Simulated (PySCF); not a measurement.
Fine-structure interval of Tm by level of theory

Tm [Xe] 4f13 6s2 [4f5/2^6 4f7/2^7, M_J = 7/2] → Tm [Xe] 4f13 6s2 [4f5/2^5 4f7/2^8, M_J = 5/2], as a difference of total energies. Calculation: PySCF 2.14, in x2c-SVPall-2c with one added diffuse shell each of s, p, d, f type (8s11p10d4f1g, 128 functions); the two-component X2C-1e Hamiltonian. Correlated levels: [Ar] 3d10 frozen; the 16 highest virtual spinors dropped. "Screened" scales the spin-orbit matrix elements by Boettger's factors to mimic the two-electron term; Breit and QED terms are absent.

```
                    method  fine-structure interval (cm⁻¹)
 GHF (screened spin-orbit)                          9696.3
GMP2 (screened spin-orbit)                          9518.0
     GHF (bare spin-orbit)                           16343
```

Errors of the correlated levels include the incompleteness of this basis and the frozen core.

For comparison: 8771.2 cm⁻¹ (measured; NIST Handbook of Basic Atomic Spectroscopic Data (Sansonetti and Martin, J. Phys. Chem. Ref. Data 34, 1559 (2005))).
